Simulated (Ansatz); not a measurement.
Consider the formal exchange of groups at a C–Ge bond: `[GeH3][CH]1N=CO1` + `C[SiH3]` → `C[SiH2]C1N=CO1` + GeH₄.

Isolated molecules relaxed with PBE0-D4/def2-TZVP in Ansatz; ΔE leaves out vibrations. CCSD(T)/CBS is the MP2 limit (def2-TZVPP, def2-QZVPP) plus CCSD(T) − MP2 in def2-TZVPP, frozen cores. This one scheme is used for every species. Functionals use def2-TZVPP. B3LYP here is the variant with VWN-RPA as its local correlation; programs differ in this. For Ge outer-core shells are correlated without core-valence functions, which leaves a few kJ/mol of doubt a bond. Scalar relativity is left out up to krypton. Each species was taken in one conformer, which may not be the lowest.

| level | ΔE (kJ/mol) | difference from CCSD(T)/CBS |
| --- | --- | --- |
| PBE-D4 | -15.7 | -3.6 |
| PBE0-D4 | -15.9 | -3.8 |
| ωB97X-V | -14.8 | -2.7 |
| ωB97M-V | -16.1 | -4.0 |
| PBE | -14.0 | -1.9 |
| r2SCAN | -15.6 | -3.5 |
| PBE0 | -14.2 | -2.1 |
| B3LYP | -13.0 | -0.9 |
| HF/def2-TZVPP | -12.1 | 0.0 |
| MP2/def2-TZVPP | -10.1 | 2.0 |
| SCS-MP2/def2-TZVPP | -9.4 | 2.7 |
| CCSD/def2-TZVPP | -10.9 | 1.2 |
| CCSD(T)/def2-TZVPP | -11.2 | 0.9 |
| MP2/def2-QZVPP | -11.0 | 1.1 |
| HF/CBS(def2) | -13.2 | -1.1 |
| CCSD/CBS(def2) | -11.8 | 0.3 |
| CCSD(T)/CBS | -12.1 | 0 |

Largest T1 diagnostic among the species: 0.014.
